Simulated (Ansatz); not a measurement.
Relaxation of C$_{2}$H$_{10}$BNOSi (16 atoms, charge 0, multiplicity 1), to a largest force component of 0.02 eV/Å in at most 40 steps.

Theory: RKS r2SCAN/STO-3G (Ansatz).

```xyz
16
Properties=species:S:1:pos:R:3
C -0.409 -1.605 0.621
C -0.057 -0.309 -0.182
O -0.471 -0.431 -1.541
Si 1.881 -0.021 -0.070
B -0.770 0.972 0.429
N -1.694 1.866 -0.399
H -0.158 -1.459 1.687
H 0.094 -2.440 0.194
H -1.550 -1.710 0.576
H 0.024 -1.228 -1.878
H 2.498 -1.192 -0.614
H 2.216 0.139 1.359
H 2.124 1.203 -0.837
H -0.621 1.258 1.603
H -1.105 2.272 -1.137
H -2.026 2.660 0.233
```

**Question.** Where does it end, and by what steps?

**Answer.** The forces met the threshold. Limits of this set-up: minimal basis. After 12 steps the energy has fallen by 1.357 eV; H15 moved furthest, 0.84 Å.

| step | energy less start (eV) | largest force component (eV/Å) | accepted |
| --- | --- | --- | --- |
| 0 | 0.0000 | 3.430 | yes |
| 1 | -0.7569 | 2.541 | yes |
| 2 | -1.0280 | 2.428 | yes |
| 3 | -1.1471 | 1.850 | yes |
| 4 | -1.3034 | 1.039 | yes |
| 5 | -1.3087 | 1.019 | yes |
| 6 | -1.3473 | 0.270 | yes |
| 7 | -1.3486 | 0.198 | yes |
| 8 | -1.3534 | 0.102 | yes |
| 9 | -1.3559 | 0.063 | yes |
| 10 | -1.3568 | 0.038 | yes |
| 11 | -1.3570 | 0.036 | yes |
| 12 | -1.3572 | 0.019 | yes |

```xyz
16
Properties=species:S:1:pos:R:3
C -0.452 -1.537 0.595
C -0.029 -0.204 -0.124
O -0.499 -0.207 -1.534
Si 1.877 -0.012 -0.005
B -0.719 1.060 0.559
N -1.461 1.857 -0.287
H -0.173 -1.509 1.658
H 0.038 -2.411 0.135
H -1.540 -1.686 0.530
H -0.071 -1.063 -1.902
H 2.507 -1.105 -0.718
H 2.314 -0.047 1.373
H 2.308 1.232 -0.604
H -0.596 1.318 1.695
H -1.547 1.569 -1.285
H -1.979 2.722 -0.042
```

Whether the end is a true minimum wasn't checked by a vibrational analysis.

Time of the run: 69 s on 1 thread of Intel(R) Xeon(R) Platinum 8259CL CPU @ 2.50GHz (Skylake/Cascade Lake), with other jobs on the host, peak memory 0.19 GiB.
